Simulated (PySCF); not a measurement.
# Electronic structure of Pb (lead, neutral) at the UHF level

Configuration: [Xe] 4f14 5d10 6s2 6p1 6d1, one real determinant (an excited configuration). Computed with PySCF 2.14 in aug-cc-pVTZ-DK3, with scalar relativity by spin-free X2C-1e.

* Total energy: -20877.716998 hartree
* One-electron energy: -28562.3186 hartree
* Hartree (Coulomb) energy: 8074.2410 hartree
* Exchange energy: -389.6394 hartree
* ⟨S²⟩: 2.0073
* ⟨L²⟩: 8.022
* Sum of ⟨r⟩: 51.94 bohr
* Sum of ⟨r²⟩: 101.5 bohr²
* Traceless quadrupole moment −½Σ⟨3z² − r²⟩ along its main axis: 7.62 e·bohr²
* Langevin diamagnetic susceptibility: -80.4 ×10⁻⁶ cm³/mol

```csv
shell,electrons,mean orbital energy (hartree),spread (hartree),"rms radius, mean of both spins (bohr)"
1s α,1,-3250.96691,0,0.0181
1s β,1,-3250.96628,0,0.0181
2s β,1,-587.38960,0,0.0730
2s α,1,-587.38953,0,0.0730
2p α,3,-506.45687,0.00033,0.0673
2p β,3,-506.45642,0.00108,0.0673
3s α,1,-143.76629,0,0.186
3s β,1,-143.76587,0,0.186
3p α,3,-120.08017,0.00047,0.189
3p β,3,-120.07930,0.00313,0.189
3d α,5,-94.61649,0.00220,0.173
3d β,5,-94.61634,0.00267,0.173
4s α,1,-34.08339,0,0.408
4s β,1,-34.08242,0,0.408
4p α,3,-26.15040,0.00215,0.435
4p β,3,-26.14894,0.00689,0.435
4d α,5,-16.52533,0.00569,0.462
4d β,5,-16.52489,0.00683,0.462
5s α,1,-6.25832,0,0.916
5s β,1,-6.25535,0,0.916
4f α,7,-5.94972,0.00642,0.494
4f β,7,-5.94928,0.00767,0.494
5p α,3,-3.95996,0.00493,1.04
5p β,3,-3.95712,0.01569,1.04
5d α,5,-1.19571,0.01350,1.39
5d β,5,-1.19104,0.02045,1.39
6s α,1,-0.68630,0,2.47
6s β,1,-0.61883,0,2.47
6p α,1,-0.33457,0,3.31
6d α,1,-0.04230,0,6.57
```

⟨L²⟩ = 8.02 against 12 for a pure F term, so this real determinant mixes terms. Spin-orbit coupling, absent here, splits the open shell strongly. The outer electron is Rydberg-like, and this basis confines it to a smaller radius and binds it less than a complete one would.

Densities and radii are taken from the X2C orbitals without a picture-change correction, which distorts them close to the nucleus.

Spin-orbit constants ζ (cm⁻¹) from the X2C one-electron operator on these orbitals: bare nucleus, nucleus screened by l(l+1)(2l+1)/3 electrons, and screened by the Breit-Pauli mean field of the electrons.

```csv
shell,bare,screened nucleus,mean field
2p,10860000,10600000,n/a
3p,2450000,2390000,n/a
3d,375900,330100,n/a
4p,595400,580900,n/a
4d,81640,71680,n/a
4f,17260,11360,n/a
5p,103900,101300,n/a
5d,9366,8224,n/a
6p,7779,7589,n/a
6d,92.04,80.82,n/a
```

To first order the Landé constant is A = 1292 cm⁻¹, so the lowest level has J = 2 and lies 0.641 eV below the centre of the term. This holds in LS coupling only.
